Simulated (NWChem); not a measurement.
# CH$_{3}$FOSe; SMILES CO[Se]F

```xyz
7

Se     0.4183    -0.5270     0.0549
F     -1.2527    -1.1807    -0.0838
O      0.1785     1.1357    -0.5773
C     -0.4332     2.0757     0.3174
H      0.0741     2.1007     1.3057
H     -0.3443     3.0664    -0.1716
H     -1.5073     1.8380     0.4664
```
Atoms are numbered in this order, from 1.

Results from NWChem. All runs use the structure optimised with PBE-D3(BJ)/def2-SVP. Ions are spin-unrestricted doublets at the neutral geometry; other ion states weren't tried. Functional: LC-ωPBE (HJS hole) with def2-SVP; rows give the range parameter ω in 1/bohr.

```tsv
range parameter (1/bohr)	vertical ionisation energy, ΔSCF (eV)	−ε(HOMO) (eV)	ΔSCF minus −ε(HOMO) (eV)
0.05	8.91	5.98	2.93
0.30	9.28	8.83	0.45
0.35	9.38	9.18	0.20
0.50	9.63	9.94	-0.31
0.60	…	…	…
```

Q: Fill in the missing entries.

A: 
- 0.60, vertical ionisation energy, ΔSCF (eV): 9.74
- 0.60, −ε(HOMO) (eV): 10.26
- 0.60, ΔSCF minus −ε(HOMO) (eV): -0.52
